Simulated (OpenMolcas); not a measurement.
**Nd3+: moving or changing the point charges**

Nd3+ among 12 point charges of -1 e arranged as a cuboctahedron (Oh), 2.75 Å from the ion.

```yaml
Program: OpenMolcas 26.06
Method: CASSCF
Basis: ANO-RCC-VDZP [7s6p4d2f1g]
Scalar_Hamiltonian: DKH2, point nucleus
Active_space: 3 electrons in 7 orbitals (4f)
State_averaging: 2S+1 = 4 odd, 35 roots; 2S+1 = 2 odd, 89 roots kept (CI in the orbitals of an earlier block)
Spin-orbit_coupling: RASSI with atomic mean-field integrals over the reference wave functions
```

Runs around this geometry, states (labels of O, the rotations of Oh). Energies in cm-1 above the lowest state or level, χT in cm3 K/mol; under a threefold ground state the first gap can be a small split of the lowest multiplet, not the spin-orbit step.

| R (Å) | Ground state | First state of that spin | First gap with spin-orbit (degeneracies) | Width of lowest J | χT at 300 K |
| --- | --- | --- | --- | --- | --- |
| 2.75 | 4T2 | 4A1 23.4 | 19.5 (4, 2) | 49 | 1.701 |
| 2.93 | 4T2 | 4A1 16.0 | 15.1 (4, 2) | 36 | 1.702 |
| 3.17 | 4T2 | 4A1 12.1 | 10.4 (4, 2) | 26 | 1.703 |

Taking the width of the lowest J multiplet as R^-n, n = -ln(26 / 49) / ln(3.17 / 2.75) = 4.5 between the shortest and longest distance.

High states are left out of the spin-orbit mixing, which shifts the levels that they would mix with. Point charges carry no covalency, so the field is a model and not that of real ligands. A group larger than the point group allows holds several states that coincide in this model. No measured value stands beside these numbers.
